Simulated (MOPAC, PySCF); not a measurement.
[Zn(CH3)(NH2)], neutral singlet in the gas phase. 

Cartesian coordinates (Å):
```xyz
8

Zn    -0.0427    -0.1016     0.0344
C     -1.7410     0.7021     0.4940
H     -2.1017     1.3638    -0.3207
H     -1.6510     1.3213     1.4107
H     -2.5219    -0.0634     0.6794
N      1.6278    -0.6983    -0.4449
H      1.6425    -1.3705    -1.2234
H      2.1653    -1.1406     0.3126
```
Charge 0, multiplicity 1.

All levels are single points at this geometry (PBE-D3(BJ)/def2-SVP); Pople sets use spherical d functions. Orbital energies aren't observables, and empty levels follow the basis.

```
level                                     HOMO (eV)  LUMO (eV)  gap (eV)  dipole (D)  vertical IE, Delta-SCF (eV)
----------------------------------------  ---------  ---------  --------  ----------  ---------------------------
PBE-D3(BJ)/def2-TZVP in PySCF                 -5.39      -0.82      4.57        1.03                            –
TPSSh-D3(BJ)/def2-TZVP in PySCF               -5.96      -0.36      5.59        1.08                            –
B3LYP/6-311+G** (LANL2DZ on Zn) in PySCF      -6.34      -0.73      5.61        1.30                            –
B3LYP/6-31G* (LANL2DZ on Zn) in PySCF         -5.95      -0.01      5.94        1.27                         8.58
B3LYP/LANL2DZ in PySCF                        -6.00      -0.21      5.79        1.56                            –
PBE/6-31G* (LANL2DZ on Zn) in PySCF           -4.82      -0.49      4.33        1.20                         8.41
HF/3-21G in PySCF                             -9.55       2.23     11.78        1.67                            –
PM6 in MOPAC                                  -8.96      -0.29      8.67        1.85                            –
PM7 in MOPAC                                  -8.35       3.44     11.79        2.43                            –
```
